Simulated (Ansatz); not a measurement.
```yaml
crystal:
  periodic: [true, true, true]
  atoms:
    - {symbol: I, position_ang: [-1.249500, 0.004650, 2.338681]}
    - {symbol: Sn, position_ang: [0.009960, -0.014744, -0.008303]}
    - {symbol: I, position_ang: [2.271346, -1.405369, 0.209047]}
    - {symbol: I, position_ang: [-1.553527, -1.143716, -1.845659]}
    - {symbol: I, position_ang: [0.571521, 2.485480, -0.735265]}
basis:
  gaussian: {orbitals: def2-TZVP}
hamiltonian: {xc: {name: r2SCAN50}}
scf: {lower_state_search: light}
output: {forces: true}
```

```sh
$ ansatz run in.yaml --threads 2 --pin off --events-out ev --progress --plain --max-ram 22528MiB --backend cpu
```

Question: How does Ansatz answer? (Best estimate.)

Answer: Ansatz gave: The program refused the input.
```
Error: YAML parse error: error: line 2 column 3: crystal: missing field `lattice` (a structure is typed as `lattice` and `atoms`, a molecule's as `atoms` in Å alone, or read from a run's directory, `checkpoint`)
 --> <input>:2:3
1 | crystal:
2 |   periodic: [true, true, true]
3 |   atoms:
4 |     - {symbol: I, position_ang: [-1.249500, 0.004650, 2.338681]}
```
